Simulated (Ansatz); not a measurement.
Input file for Ansatz (a first-principles code): SC-NEVPT2 on CASSCF(6,4)/aug-cc-pV(D+d)Z on BeClH (SMILES [BeH][Cl]), a point of a bond scan (R = 4.876 Å). Files ending in .json are basis or fitting sets from the Basis Set Exchange.

Ansatz 0.2 input:
```yaml
crystal:
  periodic: [false, false, false]
  atoms:
    - {symbol: Be, position_ang: [-0.00000000, -0.00000000, -1.33527396]}
    - {symbol: H, position_ang: [-0.00000000, -0.00000000, -2.65794482]}
    - {symbol: Cl, position_ang: [0.00000000, 0.00000000, 3.54040159]}
basis:
  gaussian:
    orbitals: aug-cc-pV_D+d_Z.json
    pivot_positions_ang: [[-0.00000000, -0.00000000, -1.33527396], [-0.00000000, -0.00000000, -2.65794482], [0.00000000, 0.00000000, 3.54040159]]
magnetization: {spin_polarized: false}
correlation: {method: sc_nevpt2, electrons: outside_noble_gas, active_space: {window: {electrons: 6, orbitals: 4}}}
output: {orbitals: {seedname: ./end}}
```

Program output:

```
WARN ansatz: RAYON_NUM_THREADS=1 ignored (pool sized by the plan → 1); use --threads N
Functional definition: HF
integrals: 0.01 GiB planned
639 factors; integrals over basis functions are off by at most 4.7e-4 eV
mean field: 0.10 GiB planned
mean field evaluation 1: about -12910.5490 eV, gradient 2.1e1 eV
mean field evaluation 2: about -12910.5489 eV, gradient 2.1e1 eV
mean field evaluation 4: about -12912.7983 eV, gradient 6.2e0 eV
mean field evaluation 8: about -12913.0509 eV, gradient 1.6e-1 eV
mean field evaluation 16: about -12913.0367 eV, gradient 4.0e-1 eV
mean field -12913.05110682 eV, -474.5458753952 hartree, gradient 1.4e-6 eV, S^2 0.000000; 2 other end points of the search recorded, 0 dependent functions left out; unrestricted orbitals would lower it
reference -12913.05110682 eV, -474.5458753952 hartree; 11, 11 occupied and 53, 53 virtual orbitals, 639 factors
configuration interaction: 0.10 GiB planned
configuration interaction: 0.00 GiB planned
state -12915.06570059 eV, -474.6199103508 hartree
state -12915.06570059 eV, -474.6199103508 hartree; corrected -12919.27787436 eV, -474.7747048817 hartree
WARN: 2 active orbitals are nearly empty or full. The corrections depend on them more than the energy does, and are more stable in an active space without them
Total energy: -12919.27787436 eV, -474.7747048817 hartree
```

The run converged.

Warnings raised: idle orbitals.

Cost: about 5 core-seconds (a rough figure).
